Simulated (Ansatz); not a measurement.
Spectroscopic constants of OF, multiplicity 2 (the spin of the measured ground state).

D_e counts from the fitted minimum to each atom's lowest state at the same level, without counterpoise.

Correlated levels freeze the cores.

Run with Ansatz (a program for electronic structure) with Gaussian orbitals. Each number belongs to the level named beside it.

PBE/def2-TZVPP gives 302.3 kJ/mol for the bond energy D_e.

Q: Where do these levels fall relative to PBE: r2SCAN/def2-TZVPP, B3LYP/def2-TZVPP, wB97M-V/def2-TZVPP, B2PLYP/def2-TZVPP.

A: r2SCAN/def2-TZVPP -57.3; B3LYP/def2-TZVPP -70.0; wB97M-V/def2-TZVPP -72.1; B2PLYP/def2-TZVPP -84.3 kJ/mol. 0 of 4 lie above PBE; the widest gap is to B2PLYP/def2-TZVPP.
